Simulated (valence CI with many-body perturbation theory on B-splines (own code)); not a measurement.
Eu12+ in brief

Computed by configuration interaction combined with many-body perturbation theory (CI+MBPT): five valence electrons over a frozen Dirac-Fock core [Kr] 4d10, a basis of 7 s, 7 p, 7 d, 7 f, 4 g, 2 h functions for each j, with the one-electron correlation potential Σ1 (screened to all orders), the two-electron term Σ2, the three-electron term Σ3, Breit, model QED; selected single and double excitations, second order for the rest, scaled by the run's own slope (own B-spline code, finite nucleus).

No measured levels were compared; by estimate terms of the open shell hold to a few per cent of their energy, and close levels can change places. Among the levels kept, up to 2600 cm⁻¹ of a level comes from second order outside the variational space, and about a tenth of that is noise between levels of different J, which matters for small intervals.

Names give the largest LS component (configuration and term), which can be under half, so a name can repeat, a term be missing and a line seem to break the LS rules; names also repeat where a configuration has a term twice.

Rates and lifetimes use the calculated energies. Strong lines usually hold to 10 to 20 %, long lifetimes can be off by a factor of two.

Q: What is the ground level?

A: 4f3.5s2 4I°_9/2, composition 94 % 4f3.5s2 4I° + 5 % 4f3.5s2 2H°, g = 0.734.

Q: How is the term 4I° of the ground level split?

A: J = 9/2 at 0.0, J = 11/2 at 3949, J = 13/2 at 7997, J = 15/2 at 12076 cm⁻¹.

Q: Among levels below 168320 cm⁻¹, which E1 lines absorb most strongly from the ground level?

A: to 4f3.5s.5p 6K_11/2 at 59.77 nm, f = 0.00569; to 4f4.5s 4H_9/2 at 61.37 nm, f = 0.00291; to 4f4.5s 4H_9/2 at 61.38 nm, f = 0.00257.

Q: Where does the other parity begin?

A: At 4f4.5s 6I_7/2, 89967 cm⁻¹.

Q: Name the longest-lived excited levels whose lifetime is computed, and their main decay.

A: 4f3.5s2 4S°_3/2 at 23359 cm⁻¹ lives 6.83 s, mostly by M1 to 4f3.5s2 4F°_3/2; 4f3.5s2 4G°_5/2 at 28985 cm⁻¹ lives 3.60 s, mostly by E2 to 4f3.5s2 4I°_9/2; 4f3.5s2 4F°_7/2 at 23310 cm⁻¹ lives 2.36 s, mostly by M1 to 4f3.5s2 4F°_5/2. The lifetime of 4f3.5s2 4F°_3/2 is too uncertain to give, and may be longer.
